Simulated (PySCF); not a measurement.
# Working out the ionisation energy of Ga

Ga [Ar] 3d10 4s2 4p1 (2P) → Ga⁺ [Ar] 3d10 4s2 (1S). Calculation: PySCF 2.14, in aug-cc-pVDZ-PP with ECP10MDF (5s4p3d, 32 functions); a scalar-relativistic core potential. Frozen: 3s2 3p6 3d10. Energies in hartree (1 hartree = 27.21139 eV):

```csv
part,Ga (lower),Ga⁺ (upper)
UHF,-258.291230,-258.088334
MP2 opposite-spin,-0.026644,-0.023306
MP2 same-spin,-0.002253,0.000000
```

What does Hartree-Fock give?

(-258.088334) − (-258.291230) = 0.202896 hartree = 5.521 eV.

What do MP2 and SCS-MP2 (6/5 opposite-spin, 1/3 same-spin) give?

The opposite-spin parts differ by 0.091 eV and the same-spin parts by 0.061 eV. MP2: 5.521 + (0.091) + (0.061) = 5.673 eV. SCS-MP2: 5.521 + 1.2 × (0.091) + (0.061)/3 = 5.651 eV.

Measured between the centres of the two terms (NIST): 5.931 eV, so MP2 (valence) is off by -0.258 eV.

A double-zeta basis recovers only part of the correlation energy.

What remains against the reference includes basis incompleteness, the frozen core and correlation beyond second order.
